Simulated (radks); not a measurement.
Species: Nd+. Configuration: [Xe] 4f3 6s2 (not the ground configuration). All-electron calculation, Dirac Kohn-Sham, PBEsol, spin-unpolarised, spherical densities, finite nucleus; open shells fill j = l - 1/2 first; Fermi nuclear charge, rms radius 4.9123 fm. Program: a radial shooting solver on a logarithmic mesh with Libxc functionals.

Spin-orbit splittings of the eigenvalues, e(l+1/2) - e(l-1/2), with zeta = 2 splitting/(2l+1) and mean radii in bohr:

| shell | occ. | splitting (eV) | zeta (eV) | <r> j=l-1/2 | <r> j=l+1/2 |
|---|---|---|---|---|---|
| 2p | 6 | 519.7 | 346.4 | 0.08424 | 0.09065 |
| 3p | 6 | 103.7 | 69.13 | 0.2558 | 0.2682 |
| 3d | 10 | 22.42 | 8.967 | 0.2395 | 0.2434 |
| 4p | 6 | 22.66 | 15.10 | 0.6226 | 0.6506 |
| 4d | 10 | 4.023 | 1.609 | 0.6980 | 0.7079 |
| 4f | 3 | 0.4573 | 0.1307 | 0.9825 | 0.9933 |
| 5p | 6 | 3.328 | 2.219 | 1.610 | 1.693 |
